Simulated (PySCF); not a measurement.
PySCF input for Bi(OH)(SiH3)2 (BiH₇OSi₂), SMILES [OH][Bi]([SiH3])[SiH3], TDA-B3LYP/def2-SVPD. Geometry optimised at PBE0-D3(BJ)/def2-SVP. The structure was generated by enumeration; whether it is a known compound was not checked. The def2 effective core potentials stand for the cores of Bi; spin–orbit coupling is left out. Other conformers were not sampled.

```python
import numpy as np
from pyscf import gto, scf, dft, tdscf

mol = gto.M(
    atom='''
    Bi   -0.25129168    0.49658260    0.00000000
    O     1.78729316    1.07768156    0.00000001
    H     2.34211085    0.28736955   -0.00000000
    Si    0.11034707   -1.40962615    1.85414957
    H     0.22085053   -0.79592322    3.21305939
    H    -1.03227747   -2.37708511    1.85343082
    H     1.37494480   -2.15481469    1.56156003
    Si    0.11034707   -1.40962613   -1.85414959
    H     0.22085054   -0.79592317   -3.21305940
    H     1.37494481   -2.15481467   -1.56156006
    H    -1.03227746   -2.37708509   -1.85343086
    ''',
    basis='def2-SVPD',
    ecp={'Bi': 'def2-svp'},
    charge=0,
    spin=0,
    symmetry=True,
    max_memory=1600,
    verbose=4,
)
mf = dft.RKS(mol, xc='b3lyp').density_fit(auxbasis='def2-universal-jkfit')
mf.grids.level = 3
mf.conv_tol = 1e-9
mf.max_cycle = 100
mf.kernel()
mf.grids = dft.Grids(mol).set(level=1).build(with_non0tab=True)  # coarser grid for the response kernel
td = tdscf.TDA(mf)
td.singlet = True
td.nstates = 10
td.conv_tol = 1e-4
td.positive_eig_threshold = 1e-6
td.kernel(x0=td.get_init_guess(mf, 15))
td.analyze()
tt = tdscf.TDA(mf)
tt.singlet = False
tt.nstates = 4
tt.conv_tol = 1e-4
tt.positive_eig_threshold = 1e-6
tt.kernel(x0=tt.get_init_guess(mf, 9))
tt.analyze(verbose=3)
```

It prints:

```
PySCF version 2.14.0

[INPUT] verbose = 4
[INPUT] num. atoms = 11
[INPUT] num. electrons = 66
[INPUT] charge = 0
[INPUT] spin (= nelec alpha-beta = 2S) = 0
[INPUT] symmetry True subgroup None
[INPUT] Mole.unit = angstrom
[INPUT] Symbol           X                Y                Z      unit          X                Y                Z       unit  Magmom
[INPUT]  1 Bi    -0.251291680000   0.496582600000   0.000000000000 AA   -0.474872452582   0.938405112224   0.000000000000 Bohr   0.0
[INPUT]  2 O      1.787293160000   1.077681560000   0.000000010000 AA    3.377494576708   2.036522997894   0.000000018897 Bohr   0.0
[INPUT]  3 H      2.342110850000   0.287369550000   0.000000000000 AA    4.425948059872   0.543049746040   0.000000000000 Bohr   0.0
[INPUT]  4 Si     0.110347070000  -1.409626150000   1.854149570000 AA    0.208525740948  -2.663807361525   3.503834881280 Bohr   0.0
[INPUT]  5 H      0.220850530000  -0.795923220000   3.213059390000 AA    0.417347016165  -1.504076901982   6.071802269062 Bohr   0.0
[INPUT]  6 H     -1.032277470000  -2.377085110000   1.853430820000 AA   -1.950721702859  -4.492039832682   3.502476640628 Bohr   0.0
[INPUT]  7 H      1.374944800000  -2.154814690000   1.561560030000 AA    2.598269108395  -4.072009613290   2.950920783768 Bohr   0.0
[INPUT]  8 Si     0.110347070000  -1.409626130000  -1.854149590000 AA    0.208525740948  -2.663807323731  -3.503834919075 Bohr   0.0
[INPUT]  9 H      0.220850540000  -0.795923170000  -3.213059400000 AA    0.417347035062  -1.504076807496  -6.071802287959 Bohr   0.0
[INPUT] 10 H      1.374944810000  -2.154814670000  -1.561560060000 AA    2.598269127292  -4.072009575495  -2.950920840459 Bohr   0.0
[INPUT] 11 H     -1.032277460000  -2.377085090000  -1.853430860000 AA   -1.950721683962  -4.492039794887  -3.502476716217 Bohr   0.0

nuclear repulsion = 318.553124297708
point group symmetry = Cs
symmetry origin: [ 5.99913052e-09 -5.99913093e-10 -4.19939142e-09]
symmetry axis x: [ 1.00000000e+00 -4.48811508e-10 -5.07309148e-10]
symmetry axis y: [-4.48811510e-10 -1.00000000e+00 -4.66729608e-09]
symmetry axis z: [-5.07309146e-10  4.66729620e-09 -1.00000000e+00]
num. orbitals of irrep A' = 92
num. orbitals of irrep A" = 67
number of shells = 69
number of NR pGTOs = 254
number of NR cGTOs = 159
basis = def2-SVPD
ecp = {'Bi': 'def2-svp'}


[settings echo left out]
init E= -845.741779234577
HOMO (A') = -0.614034468017922  LUMO (A") = -0.608094437357055  gap/eV = 0.16164
cycle= 1 E= -869.135722371214  delta_E= -23.4  |g|= 2.95  |ddm|= 15.2
HOMO (A') = -0.045781472948422  LUMO (A") = -0.0249845807490026  gap/eV = 0.56591
cycle= 2 E= -788.552014693769  delta_E= 80.6  |g|=  8.6  |ddm|=  112
HOMO (A') = -0.287971368106561  LUMO (A') = -0.135012926650774  gap/eV = 4.16221
cycle= 3 E= -872.822208929512  delta_E= -84.3  |g|= 0.544  |ddm|=  112
HOMO (A") = -0.241360493482802  LUMO (A') = -0.0881543521406458  gap/eV = 4.16895
cycle= 4 E= -872.864630686233  delta_E= -0.0424  |g|= 0.413  |ddm|= 1.82
HOMO (A') = -0.262766258411858  LUMO (A') = -0.076005552969388  gap/eV = 5.08202
cycle= 5 E= -872.921666582319  delta_E= -0.057  |g|= 0.276  |ddm|= 0.875
HOMO (A") = -0.263325762157013  LUMO (A') = -0.0731887511676568  gap/eV = 5.17389
cycle= 6 E= -872.936951744098  delta_E= -0.0153  |g|= 0.071  |ddm|= 0.273
HOMO (A") = -0.260354822902595  LUMO (A') = -0.0693185729675327  gap/eV = 5.19836
cycle= 7 E= -872.938542495439  delta_E= -0.00159  |g|= 0.0257  |ddm|= 0.172
HOMO (A") = -0.259776493662486  LUMO (A') = -0.0690881063996075  gap/eV = 5.18890
cycle= 8 E= -872.938720191308  delta_E= -0.000178  |g|= 0.0055  |ddm|= 0.0495
HOMO (A") = -0.259382476090249  LUMO (A') = -0.0688656064972094  gap/eV = 5.18423
cycle= 9 E= -872.938728817613  delta_E= -8.63e-06  |g|= 0.00204  |ddm|= 0.0117
HOMO (A") = -0.259333040434537  LUMO (A') = -0.068781005245253  gap/eV = 5.18518
cycle= 10 E= -872.938730600584  delta_E= -1.78e-06  |g|= 0.000494  |ddm|= 0.00526
HOMO (A") = -0.259270782063147  LUMO (A') = -0.0687454354857323  gap/eV = 5.18446
cycle= 11 E= -872.938730686676  delta_E= -8.61e-08  |g|= 8.32e-05  |ddm|= 0.000995
HOMO (A") = -0.259281502597204  LUMO (A') = -0.0687542174459282  gap/eV = 5.18451
cycle= 12 E= -872.938730689501  delta_E= -2.82e-09  |g|= 1.67e-05  |ddm|= 0.000178
HOMO (A") = -0.25927930868664  LUMO (A') = -0.0687535519951761  gap/eV = 5.18447
cycle= 13 E= -872.938730689593  delta_E= -9.21e-11  |g|= 3.98e-06  |ddm|= 3.7e-05
HOMO (A") = -0.259279718908985  LUMO (A') = -0.0687534387660019  gap/eV = 5.18448
Extra cycle  E= -872.938730689593  delta_E= -4.55e-13  |g|= 7.65e-06  |ddm|= 1.44e-05
converged SCF energy = -872.938730689593
tot grids = 44064
Overwritten attributes  positive_eig_threshold  of <class 'pyscf.tdscf.rks.TDA'>


******** <class 'pyscf.tdscf.rks.TDA'> for <class 'pyscf.df.df_jk.DFSymAdaptedRKS'> ********
nstates = 10 singlet
deg_eia_thresh = 1.000e-03
wfnsym = None
conv_tol = 0.0001
eigh lindep = 1e-12
eigh level_shift = 0
eigh max_cycle = 100


Excitation energies (eV)
[4.1334703  4.36719272 5.26151482 5.33416586 5.65512781 5.80183205
 5.92466949 6.16981828 6.2816899  6.36435818]

** Singlet excitation energies and oscillator strengths **
Excited State   1:   A"      4.13347 eV    299.95 nm  f=0.0002
      33 -> 34       -0.70009
Excited State   2:   A'      4.36719 eV    283.90 nm  f=0.0004
      32 -> 34       -0.70242
Excited State   3:   A"      5.26151 eV    235.64 nm  f=0.0151
      32 -> 35        0.41756
      33 -> 36       -0.56320
Excited State   4:   A'      5.33417 eV    232.43 nm  f=0.0108
      32 -> 36       -0.48957
      33 -> 35        0.50362
Excited State   5:   A"      5.65513 eV    219.24 nm  f=0.0211
      31 -> 34        0.64721
      32 -> 35        0.16314
      33 -> 36        0.19744
Excited State   6:   A'      5.80183 eV    213.70 nm  f=0.1938
      31 -> 35       -0.11844
      32 -> 36       -0.44920
      32 -> 37        0.16123
      32 -> 38       -0.26538
      33 -> 35       -0.40248
Excited State   7:   A"      5.92467 eV    209.27 nm  f=0.3074
      31 -> 34       -0.22941
      31 -> 36        0.14542
      32 -> 35        0.45255
      33 -> 36        0.30059
      33 -> 37       -0.12796
      33 -> 38       -0.29216
Excited State   8:   A"      6.16982 eV    200.95 nm  f=0.0016
      33 -> 37        0.56844
      33 -> 38       -0.40240
Excited State   9:   A'      6.28169 eV    197.37 nm  f=0.0324
      30 -> 34       -0.37713
      31 -> 35        0.20673
      32 -> 37       -0.21787
      32 -> 38       -0.48302
Excited State  10:   A'      6.36436 eV    194.81 nm  f=0.0225
      30 -> 34       -0.30057
      31 -> 35        0.14447
      32 -> 37        0.59388

** Transition electric dipole moments (AU) **
state          X           Y           Z        Dip. S.      Osc.
  1         0.0000     -0.0000     -0.0415      0.0017      0.0002
  2        -0.0206     -0.0605      0.0000      0.0041      0.0004
  3         0.0000     -0.0000      0.3423      0.1172      0.0151
  4         0.0897     -0.2728     -0.0000      0.0825      0.0108
  5        -0.0000     -0.0000     -0.3905      0.1525      0.0211
  6         0.3431     -1.1160      0.0000      1.3632      0.1938
  7         0.0000      0.0000     -1.4552      2.1176      0.3074
  8        -0.0000     -0.0000     -0.1030      0.0106      0.0016
  9        -0.4573     -0.0407     -0.0000      0.2108      0.0324
 10        -0.3673      0.0969     -0.0000      0.1443      0.0225

WARN: ECP detected. Skipping calculation of transition velocity and magnetic dipole moments, which have not yet been implemented.



******** <class 'pyscf.tdscf.rks.TDA'> for <class 'pyscf.df.df_jk.DFSymAdaptedRKS'> ********
nstates = 4 triplet
deg_eia_thresh = 1.000e-03
wfnsym = None
conv_tol = 0.0001
eigh lindep = 1e-12
eigh level_shift = 0
eigh max_cycle = 100


Excitation energies (eV)
[3.68829468 3.83215118 4.6277443  4.62880111]

** Triplet excitation energies and oscillator strengths **
Excited State   1:   A"      3.68829 eV    336.16 nm  f=0.0000
Excited State   2:   A'      3.83215 eV    323.54 nm  f=0.0000
Excited State   3:   A"      4.62774 eV    267.91 nm  f=0.0000
Excited State   4:   A'      4.62880 eV    267.85 nm  f=0.0000
```

Self-consistency was reached.

Cost: about 3 core-minutes (a rough figure).
